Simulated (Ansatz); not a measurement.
Born–Oppenheimer molecular dynamics of ClF2GeH (5 atoms, charge 0, multiplicity 1). It goes on from the last frame of an earlier run, with new velocities.

The calculation used RHF/def2-SVP in Ansatz.

```
ensemble                      : NVE (velocity Verlet)
time step                     : 1 fs
steps asked                   : 250
starting velocities drawn for : 500 K
seed                          : 216375
```

Frames 5 fs apart, positions in Å, forces in eV/Å.

Velocities at 60 fs (Å/ps):

```
Ge 4.26 4.08 -1.58
Cl -2.98 -7.17 0.28
H -10.54 19.31 -10.11
F -3.85 -0.68 -7.22
F -6.34 -2.58 13.25
```

```xyz
5
Properties=species:S:1:pos:R:3:forces:R:3 time_fs=60 energy_less_start_eV=-0.374 T=1463
Ge 0.069 0.084 0.051 -0.25 -0.20 0.02
Cl -0.015 -0.163 2.167 -0.13 0.54 -0.11
H 1.514 0.241 -0.361 -0.14 -0.10 -0.19
F -0.885 1.259 -0.746 0.28 0.18 0.64
F -0.790 -1.290 -0.446 0.24 -0.42 -0.36
5
Properties=species:S:1:pos:R:3:forces:R:3 time_fs=65 energy_less_start_eV=-0.251 T=1146
Ge 0.088 0.104 0.043 -1.87 -0.84 -0.02
Cl -0.030 -0.197 2.168 0.10 0.73 -0.40
H 1.480 0.325 -0.439 0.35 -0.17 -0.16
F -0.902 1.256 -0.777 0.54 -0.13 0.90
F -0.819 -1.304 -0.382 0.88 0.41 -0.32
5
Properties=species:S:1:pos:R:3:forces:R:3 time_fs=70 energy_less_start_eV=-0.093 T=740
Ge 0.103 0.121 0.035 -1.81 -1.27 -0.28
Cl -0.044 -0.226 2.166 0.31 0.94 -0.59
H 1.498 0.363 -0.542 -0.37 -0.34 0.30
F -0.912 1.251 -0.798 0.64 -0.22 1.01
F -0.837 -1.312 -0.322 1.23 0.89 -0.45
5
Properties=species:S:1:pos:R:3:forces:R:3 time_fs=75 energy_less_start_eV=0.008 T=479
Ge 0.111 0.134 0.026 -2.47 -1.80 0.27
Cl -0.057 -0.248 2.160 0.47 1.14 -0.59
H 1.461 0.328 -0.588 0.26 -0.18 0.13
F -0.914 1.244 -0.805 0.55 -0.04 0.91
F -0.839 -1.311 -0.268 1.19 0.88 -0.72
5
Properties=species:S:1:pos:R:3:forces:R:3 time_fs=80 energy_less_start_eV=0.051 T=369
Ge 0.111 0.141 0.018 -1.86 -1.98 0.75
Cl -0.066 -0.263 2.151 0.56 1.31 -0.41
H 1.471 0.248 -0.598 0.20 -0.02 0.12
F -0.910 1.237 -0.801 0.33 0.32 0.63
F -0.827 -1.298 -0.223 0.76 0.37 -1.09
5
Properties=species:S:1:pos:R:3:forces:R:3 time_fs=85 energy_less_start_eV=0.090 T=267
Ge 0.105 0.141 0.013 -0.26 -1.73 1.04
Cl -0.071 -0.268 2.138 0.59 1.41 -0.08
H 1.516 0.163 -0.576 -0.44 0.14 0.25
F -0.901 1.234 -0.790 0.05 0.73 0.27
F -0.806 -1.281 -0.193 0.06 -0.56 -1.49
5
Properties=species:S:1:pos:R:3:forces:R:3 time_fs=90 energy_less_start_eV=0.117 T=197
Ge 0.097 0.136 0.011 -0.12 -1.13 1.66
Cl -0.073 -0.265 2.125 0.54 1.43 0.31
H 1.490 0.111 -0.507 0.37 0.26 -0.22
F -0.892 1.240 -0.774 -0.15 0.94 0.04
F -0.784 -1.272 -0.180 -0.64 -1.51 -1.79
5
Properties=species:S:1:pos:R:3:forces:R:3 time_fs=95 energy_less_start_eV=0.055 T=359
Ge 0.090 0.127 0.015 0.65 -0.57 1.31
Cl -0.070 -0.251 2.114 0.44 1.33 0.61
H 1.517 0.118 -0.475 -0.13 0.24 -0.13
F -0.884 1.258 -0.758 -0.11 0.78 0.06
F -0.769 -1.280 -0.191 -0.85 -1.78 -1.85
5
Properties=species:S:1:pos:R:3:forces:R:3 time_fs=100 energy_less_start_eV=-0.103 T=766
Ge 0.085 0.116 0.022 0.41 -0.44 0.54
Cl -0.065 -0.229 2.107 0.32 1.12 0.78
H 1.522 0.180 -0.476 -0.39 0.07 -0.02
F -0.877 1.285 -0.741 0.07 0.30 0.29
F -0.765 -1.311 -0.225 -0.41 -1.04 -1.58
5
Properties=species:S:1:pos:R:3:forces:R:3 time_fs=105 energy_less_start_eV=-0.243 T=1127
Ge 0.080 0.103 0.032 -1.11 -0.70 -0.13
Cl -0.058 -0.199 2.106 0.20 0.85 0.84
H 1.461 0.259 -0.491 0.43 -0.09 -0.21
F -0.870 1.316 -0.720 0.20 -0.23 0.56
F -0.765 -1.354 -0.278 0.28 0.16 -1.06
5
Properties=species:S:1:pos:R:3:forces:R:3 time_fs=110 energy_less_start_eV=-0.309 T=1297
Ge 0.072 0.089 0.041 -0.88 -0.78 -1.24
Cl -0.049 -0.163 2.110 0.10 0.60 0.81
H 1.461 0.312 -0.541 -0.23 -0.35 0.18
F -0.860 1.344 -0.693 0.23 -0.61 0.72
F -0.763 -1.395 -0.345 0.78 1.15 -0.47
5
Properties=species:S:1:pos:R:3:forces:R:3 time_fs=115 energy_less_start_eV=-0.368 T=1450
Ge 0.062 0.071 0.046 -1.07 -0.92 -1.57
Cl -0.040 -0.123 2.119 0.01 0.39 0.68
H 1.430 0.287 -0.558 0.01 -0.34 0.15
F -0.847 1.365 -0.656 0.16 -0.74 0.71
F -0.750 -1.422 -0.418 0.90 1.61 0.02
```

Of the whole run (250 fs, mean temperature of the second half 1030 K): The conserved energy stayed within 0.097 meV per atom of its start (net change 0.027 meV per atom), so the integration is sound. The kinetic energy rose, since the run started high on the potential surface and went downhill. A run of 0.25 ps of so small a system gives no equilibrium averages.

Run time: 6 min on 1 thread of Arm Neoverse V1, on a shared host, peak memory 0.16 GiB.
